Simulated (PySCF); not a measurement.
Electron correlation in C(2+) (carbon, charge +2)

[He] 2s2, closed-shell 1S. Calculation: PySCF 2.14, in cc-pVTZ-DK; scalar relativity by spin-free X2C-1e. Frozen: 1s2; 2 electrons correlated.

Total MP2 correlation energy: -42.99 mhartree.

Same-spin part 0.00 and opposite-spin part -42.99 mhartree; SCS-MP2 scales them by 1/3 and 6/5 to -51.59 mhartree.

With two correlated electrons CCSD is exact within the correlated space (frozen core and kept virtual orbitals).

| level | correlation energy (mhartree) |
| --- | --- |
| CCSD | -72.84 |

Diagnostics: T1 = 0.0085, D1 = 0.0120, largest double amplitude 0.155.

A double-excitation amplitude exceeds 0.15, a sign of near-degeneracy.

Cost of the coupled-cluster step: 0.04 s of wall time on 1 thread of Intel(R) Xeon(R) 6975P-C (shared host), for 2 correlated electrons.

Iterations:

```
CC2 = 0
CCSD nocc = 1, nmo = 29
frozen orbitals [0]
max_cycle = 100
direct = 0
conv_tol = 1e-08
conv_tol_normt = 1e-06
diis_space = 8
diis_start_cycle = 0
Init t2, MP2 energy = -36.4656320726092  E_corr(MP2) -0.0429913569519425
Init E_corr(CCSD) = -0.042991356951951
cycle = 1  E_corr(CCSD) = -0.0577115767900953  dE = -0.0147202198  norm(t1,t2) = 0.0647023
cycle = 2  E_corr(CCSD) = -0.0649543027376525  dE = -0.00724272595  norm(t1,t2) = 0.0341949
cycle = 3  E_corr(CCSD) = -0.0729577884627223  dE = -0.00800348573  norm(t1,t2) = 0.0181309
cycle = 4  E_corr(CCSD) = -0.0727941101384668  dE = 0.000163678324  norm(t1,t2) = 0.000302767
cycle = 5  E_corr(CCSD) = -0.0728591038913763  dE = -6.49937529e-05  norm(t1,t2) = 0.000102462
cycle = 6  E_corr(CCSD) = -0.0728386307452064  dE = 2.04731462e-05  norm(t1,t2) = 5.28749e-05
cycle = 7  E_corr(CCSD) = -0.0728354317153503  dE = 3.19902986e-06  norm(t1,t2) = 7.09013e-06
cycle = 8  E_corr(CCSD) = -0.0728354972370932  dE = -6.55217429e-08  norm(t1,t2) = 1.34464e-07
cycle = 9  E_corr(CCSD) = -0.0728354899074471  dE = 7.32964604e-09  norm(t1,t2) = 3.29401e-08
CCSD converged
E(CCSD) = -36.49547620556469  E_corr = -0.07283548990744713
```
